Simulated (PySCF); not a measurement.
How exact exchange moves a shielding

Molecule: `COC(=O)C[SiH3]`, C₃H₈O₂Si.

Molfile (atoms numbered from 1):
```
C3H8O2Si
     RDKit          3D

 14 13  0  0  0  0  0  0  0  0999 V2000
    2.3994    0.4249    0.2480 C   0  0  0  0  0  0  0  0  0  0  0  0
    1.0604    0.4054    0.7082 O   0  0  0  0  0  0  0  0  0  0  0  0
    0.3790   -0.7283    0.4780 C   0  0  0  0  0  0  0  0  0  0  0  0
    0.8560   -1.6796   -0.0820 O   0  0  0  0  0  0  0  0  0  0  0  0
   -1.0303   -0.6199    0.9718 C   0  0  0  0  0  0  0  0  0  0  0  0
   -2.1279    0.4543   -0.1447 Si  0  0  0  0  0  4  0  0  0  0  0  0
    2.4397    0.3225   -0.8469 H   0  0  0  0  0  0  0  0  0  0  0  0
    2.8164    1.3922    0.5517 H   0  0  0  0  0  0  0  0  0  0  0  0
    2.9795   -0.3973    0.6920 H   0  0  0  0  0  0  0  0  0  0  0  0
   -1.0430   -0.1602    1.9721 H   0  0  0  0  0  0  0  0  0  0  0  0
   -1.4579   -1.6304    1.0274 H   0  0  0  0  0  0  0  0  0  0  0  0
   -2.0707   -0.0464   -1.5498 H   0  0  0  0  0  0  0  0  0  0  0  0
   -1.6747    1.8750   -0.1069 H   0  0  0  0  0  0  0  0  0  0  0  0
   -3.5344    0.3734    0.3518 H   0  0  0  0  0  0  0  0  0  0  0  0
  1  2  1  0
  2  3  1  0
  3  4  2  0
  3  5  1  0
  5  6  1  0
  1  7  1  0
  1  8  1  0
  1  9  1  0
  5 10  1  0
  5 11  1  0
  6 12  1  0
  6 13  1  0
  6 14  1  0
M  END
```

GIAO shieldings (ppm, equivalent atoms averaged) in PySCF 2.14.0 with density-fitted response routines on the PBE0-D3(BJ)/def2-SVP geometry, basis pcSseg-1, gas phase, non-relativistic:

| functional | exact exchange (%) | σ(C1) | σ(O2) | σ(Si6) |
| --- | --- | --- | --- | --- |
| BLYP | 0 | 121.7 | 128.6 | 389.8 |
| BP86 | 0 | 126.4 | 132.2 | 398.1 |
| PBE | 0 | 127.1 | 131.7 | 399.9 |
| PBE0 | 25 | 132.2 | 146.9 | 414.3 |
| mPW1PW91 | 25 | 131.2 | 146.0 | 411.9 |
| BHandHLYP | 50 | 132.4 | 159.2 | 419.6 |
| HF | 100 | 142.0 | 186.6 | 450.5 |

(1) Fit each shielding as a line in the percentage of exact exchange.

(2) What does the line predict for B3LYP (20 %), and what does the run give?

Answers

(1) σ(C1) = 125.7 + 0.16 x (rms 2.0 ppm); σ(O2) = 131.4 + 0.56 x (rms 1.3 ppm); σ(Si6) = 396.8 + 0.53 x (rms 3.7 ppm). The functionals also differ in their semilocal parts, which the line can't hold; Hartree–Fock has no correlation at all.

(2) σ(C1): 128.9 predicted, 126.3 computed; σ(O2): 142.6 predicted, 141.2 computed; σ(Si6): 407.4 predicted, 401.8 computed ppm.
